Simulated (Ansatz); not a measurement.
A nudged elastic band was laid between two geometries of GeH$_{3}$Se (5 atoms, charge 1, multiplicity 1).

These are results of UKS PBE0-D4/def2-SVP in Ansatz 0.2.0, not measurements.

- movable images: 7
- climbing image: yes
- spring: 5.0 eV/Å²
- optimiser: quadratic models (default)
- start path: through a guess of the saddle point
- force threshold: 0.03 eV/Å
- iteration limit: 60
- end points: relaxed

Initial state:

```xyz
5
Properties=species:S:1:pos:R:3
Ge -0.471 -0.469 -0.138
Se 0.709 1.393 -0.508
H -0.213 -1.322 1.099
H -1.524 -0.816 -1.182
H 1.499 1.214 0.728
```

Final state:

```xyz
5
Properties=species:S:1:pos:R:3
Ge -0.821 -1.457 0.482
Se -0.221 0.971 -0.282
H 0.069 -1.096 1.751
H -0.274 0.747 -1.739
H 1.247 0.836 -0.212
```

Question: Which bonds break or form, and what moves?

Answer: Bonds broken: Ge1–H4. Bonds formed: Se2–H4.

Question: What energy profile does the band end with?

Answer: It converged. The highest image is number 3 of 0 to 8, 2.10 eV above the first end and 1.62 eV above the last; the last end lies 0.48 eV above the first. A vibrational analysis at the climbing image gives one clearly imaginary mode, 1055i cm⁻¹: a first-order saddle point. The orbitals stay closed-shell, which can raise the energy where a bond breaks towards radicals; this wasn't checked here. Limits of this set-up: the dipole of an ion depends on the origin.

```csv
image,path coordinate (Å),energy (eV),Ge1–H4 (Å),Se2–H4 (Å)
0,0.00,0.00,1.52,3.21
1,0.52,0.31,1.51,2.88
2,1.04,1.33,1.52,2.44
3,1.56,2.10,1.65,1.97
4,2.00,1.44,1.97,1.62
5,2.44,0.78,2.46,1.49
6,2.88,0.57,2.93,1.48
7,3.32,0.51,3.10,1.48
8,3.76,0.48,3.18,1.48
```

Question: What is the geometry of the highest image?

Answer: 
```xyz
5
Properties=species:S:1:pos:R:3:forces:R:3
Ge -1.036 -0.716 0.218 0.00 0.01 0.01
Se 0.193 1.258 -0.380 -0.01 -0.02 0.00
H 0.003 -1.334 1.194 0.00 -0.01 0.00
H -0.662 -0.251 -1.320 0.00 0.00 -0.02
H 1.502 1.042 0.287 0.00 0.01 0.00
```

Question: What are the harmonic wavenumbers there?

Answer: 1055i, 273, 464, 505, 671, 848, 1655, 2088, 2387 cm⁻¹.

Time of the run: 93 s on 2 threads of AMD EPYC 9R45 96-Core Processor (Zen 5), on a shared host, peak memory 0.29 GiB.
